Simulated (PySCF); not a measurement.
# How methods differ on the excitation energy of O(2+)

O(2+) [He] 2s2 2p2 (3P) → O(2+) [He] 2s2 2p1 3d1 (high-spin determinant), as a difference of total energies. Computed with PySCF 2.14 in aug-cc-pwCVQZ (9s8p6d4f2g, 109 functions), with the non-relativistic Hamiltonian (point nucleus). Correlated levels: valence: 1s2 frozen; valence and next inner shell: nothing frozen. The calculations carry no spin-orbit coupling.

| method | excitation energy (eV) |
| --- | --- |
| UHF | 40.707 |
| LDA | 40.204 |
| PBE | 39.826 |
| PBE0 | 40.181 |
| r2SCAN | 40.634 |
| TPSS | 39.948 |
| revPBE | 39.702 |
| BHandHLYP | 40.462 |
| MP2 (valence) | 40.082 |
| SCS-MP2 (valence) | 39.843 |
| MP2 (valence and next inner shell) | 40.146 |
| SCS-MP2 (valence and next inner shell) | 39.892 |

Q: How much does correlation contribute at MP2 (valence and next inner shell)?

A: 40.146 − (40.707) = -0.561 eV, measured against UHF.

A first-order spin-orbit estimate (lowest level to lowest level, LS coupling) adds 0.006 eV.

The promoted electron is Rydberg-like, and one or two diffuse shells describe it only roughly, which tends to raise the upper state.

The determinant of the upper state mixes LS terms, which raises its energy above the lowest term, most at the Hartree-Fock and MP2 levels.
